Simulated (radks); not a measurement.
Q: The table gives one normalised radial function P(r) = r R(r) of Ce+ in [Xe] 4f1 5d2 (r in bohr). All-electron calculation, scalar-relativistic Kohn-Sham, PBE, spin-unpolarised, spherical densities, finite nucleus; Fermi nuclear charge, rms radius 4.8771 fm. Program: a radial shooting solver on a logarithmic mesh with Libxc functionals.

r              P
0.004439   0.1063
0.005969   0.1250
0.008025   0.1409
0.01079    0.1487
0.01451    0.1410
0.0195     0.1084
0.02622    0.0433
0.03525   -0.0535
0.0474    -0.1623
0.06372   -0.2348
0.08567   -0.2043
0.1152    -0.0311
0.1549     0.2201
0.2082     0.3508
0.2799     0.1630
0.3764    -0.2694
0.5101    -0.5208
0.6858    -0.2012
0.922      0.4764
1.24       0.9299
1.667      0.8608
2.241      0.4845
3.013      0.1684
4.05       0.0340
5.445      0.0035
7.321      0.0001
9.843      0.0000

Which n and l does it have? It may be an empty orbital.

A: n = 5, l = 0: the number of nodes gives n - l - 1 = 4, the rise at small r (about r^(l+1), flatter next to the nucleus through relativity) gives l, and the extent must fit the shell. The curve is that of 5s. 5s: eigenvalue -44.442 eV, 4 radial nodes at r = 0.0302, 0.120, 0.315, 0.753 bohr, <r> = 1.52 bohr, 90 % of the charge inside 2.19 bohr.
